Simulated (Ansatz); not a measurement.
Sn9H16, a cluster cut from cubic tin. Total charge 0; triplet. Geometry PBE-D4/def2-SVP, that of the neutral singlet; atoms count from 1.

```xyz
25

Sn    0.2707    1.6985    2.8047
Sn   -3.0862    1.0871   -0.3521
Sn    1.1909    2.1149   -1.6785
Sn    2.8725   -1.4672    0.6569
Sn   -0.4855   -2.0825   -2.5016
Sn   -0.7573    2.5221    0.3159
Sn    1.0637   -0.9980    2.7573
Sn   -2.5609   -1.6582   -0.6535
Sn    1.8264   -0.6262   -1.8189
H    -0.9024    1.9688    4.0566
H     1.6545    2.6752    3.1896
H    -4.3127    1.3427    0.8511
H    -3.7108    1.6991   -1.8527
H     2.6159    3.0402   -1.3166
H     0.5951    2.6688   -3.2133
H     4.3336   -0.5841    0.9760
H     3.3005   -3.1490    0.5856
H    -1.0262   -1.5681   -4.0701
H    -0.1134   -3.7749   -2.6206
H    -1.1517    4.2177    0.4064
H     1.7848   -1.4350    4.2764
H    -0.3345   -2.0011    2.5416
H    -3.9980   -2.4876   -1.1695
H    -2.1016   -2.3232    0.8809
H     3.0325   -0.8798   -3.0515
```

In the def2 sets Sn takes a core potential; there is no spin–orbit coupling. Single mean-field runs in def2-TZVP are fitted with def2-universal-jkfit. At PBE0-D4/def2-TZVP a singlet of charge 0 lies 4.13 eV below the triplet at the same geometry.

(1) Estimate the Mulliken populations from the PBE0/def2-TZVP orbitals of Ansatz.

(2) Where does the spin sit?

(3) And the Mayer bond orders between heavy atoms (over 0.3)?

## Answers

(1) 
```json
{"atom": "Sn1", "charge (e)": "0.04", "spin (α − β)": "0.10"}
{"atom": "Sn2", "charge (e)": "0.04", "spin (α − β)": "0.10"}
{"atom": "Sn3", "charge (e)": "0.10", "spin (α − β)": "0.59"}
{"atom": "Sn4", "charge (e)": "0.06", "spin (α − β)": "0.02"}
{"atom": "Sn5", "charge (e)": "0.06", "spin (α − β)": "0.02"}
{"atom": "Sn6", "charge (e)": "0.08", "spin (α − β)": "0.45"}
{"atom": "Sn7", "charge (e)": "0.08", "spin (α − β)": "0.00"}
{"atom": "Sn8", "charge (e)": "0.08", "spin (α − β)": "0.00"}
{"atom": "Sn9", "charge (e)": "0.04", "spin (α − β)": "0.29"}
{"atom": "H10", "charge (e)": "-0.03", "spin (α − β)": "0.04"}
{"atom": "H11", "charge (e)": "-0.03", "spin (α − β)": "0.00"}
{"atom": "H12", "charge (e)": "-0.03", "spin (α − β)": "0.04"}
{"atom": "H13", "charge (e)": "-0.03", "spin (α − β)": "0.00"}
{"atom": "H14", "charge (e)": "-0.04", "spin (α − β)": "0.04"}
{"atom": "H15", "charge (e)": "-0.04", "spin (α − β)": "0.04"}
{"atom": "H16", "charge (e)": "-0.03", "spin (α − β)": "0.00"}
{"atom": "H17", "charge (e)": "-0.03", "spin (α − β)": "0.02"}
{"atom": "H18", "charge (e)": "-0.03", "spin (α − β)": "0.00"}
{"atom": "H19", "charge (e)": "-0.03", "spin (α − β)": "0.02"}
{"atom": "H20", "charge (e)": "-0.05", "spin (α − β)": "0.11"}
{"atom": "H21", "charge (e)": "-0.04", "spin (α − β)": "0.01"}
{"atom": "H22", "charge (e)": "-0.04", "spin (α − β)": "0.00"}
{"atom": "H23", "charge (e)": "-0.04", "spin (α − β)": "0.01"}
{"atom": "H24", "charge (e)": "-0.04", "spin (α − β)": "0.00"}
{"atom": "H25", "charge (e)": "-0.03", "spin (α − β)": "0.09"}
```
Mulliken values depend strongly on the basis.

(2) Summed by element: Sn 1.59, H 0.41, of 2 unpaired in all. Largest on single atoms: Sn3 0.59, Sn6 0.45, Sn9 0.29.

(3) Sn1–Sn6 0.79 (2.82 Å); Sn1–Sn7 0.86 (2.81 Å); Sn2–Sn6 0.79 (2.82 Å); Sn2–Sn8 0.86 (2.81 Å); Sn3–Sn6 0.33 (2.82 Å); Sn3–Sn9 0.61 (2.82 Å); Sn4–Sn7 0.86 (2.81 Å); Sn4–Sn9 0.84 (2.82 Å); Sn5–Sn8 0.86 (2.81 Å); Sn5–Sn9 0.84 (2.82 Å).
